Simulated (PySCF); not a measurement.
## Spin–spin coupling constants

Geometry:
```csv
atom,x (Å),y (Å),z (Å)
N1,3.413,-1.085,-0.088
C2,2.599,-0.263,-0.179
O3,1.735,0.679,-0.282
C4,0.379,0.363,-0.398
C5,-0.479,1.446,-0.542
C6,-1.844,1.202,-0.662
C7,-2.331,-0.105,-0.638
C8,-1.447,-1.172,-0.493
C9,-0.076,-0.949,-0.371
H10,-0.068,2.456,-0.558
H11,-2.531,2.043,-0.777
H12,-3.403,-0.292,-0.733
H13,-1.822,-2.198,-0.472
H14,0.627,-1.777,-0.257
```

Method: B3LYP/pcJ-1 (without the spin–dipole term)//PBE0-D3(BJ)/def2-SVP, PySCF; isolated molecule, single conformer, non-relativistic. Couplings are averaged over pairs made equivalent by symmetry, fast rotation or ring inversion, so a value needn't be that of the named pair in this geometry, while other rotamers aren't included; one pair stands for each set, and the list holds those of at least 1.5 Hz over up to four bonds, among pairs with at least one H atom (others weren't computed).

Isotopes: ¹³C, ¹H, ¹⁷O. Couplings to quadrupolar nuclei such as 17O and 33S are rarely resolved in practice.

| pair | bonds | J (Hz) |
| --- | --- | --- |
| C5, H10 | 1 | ? |
| C6, H11 | 1 | 170.5 |
| C7, H12 | 1 | 170.6 |
| C4, H10 | 2 | -3.9 |
| C5, H11 | 2 | ? |
| C6, H12 | 2 | 2.2 |
| O3, H10 | 3 | -3.6 |
| C4, H11 | 3 | 11.4 |
| C5, H12 | 3 | ? |
| C5, H14 | 3 | 4.5 |
| C6, H13 | 3 | 9.2 |
| C7, H10 | 3 | 7.9 |
| H10, H11 | 3 | 9.4 |
| H11, H12 | 3 | 8.3 |
| C4, H12 | 4 | -1.9 |
| C5, H13 | 4 | ? |
| H10, H14 | 4 | ? |

**Question.** Estimate the withheld couplings, with signs.

**Answer.** 
- ¹J(C5,H10) = 172.4 Hz (bond length 1.091 Å, sp2 carbon)
- ²J(C5,H11) = 2.1 Hz (angle at C6 119°)
- ³J(C5,H12) = 8.7 Hz (dihedral angle 180°)
- ⁴J(C5,H13) = -1.5 Hz
- ⁴J(H10,H14) = 2.8 Hz
